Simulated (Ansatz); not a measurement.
CBClFNO (`O=C=NB(F)Cl`). Charge 0, multiplicity 1.

```xyz
6

O     2.123   -1.301   -0.772
C     1.104   -0.922   -0.380
N     0.020   -0.617    0.047
B    -0.838    0.472    0.309
F    -2.024    0.240    0.826
Cl   -0.385    2.129   -0.030
```

Problem. Give the diagnostics of a CCSD(T)/def2-TZVPP run (frozen core, Ansatz 0.2.0). (Estimate.)

Solution. Computed: T1 = 0.0153, largest single amplitude 0.035, largest double 0.026, (T) share of the correlation energy 4.3 %, 10 CCSD cycles. The RHF solution is stable towards an unrestricted one. T1 lies under the customary mark of 0.02 for closed shells.
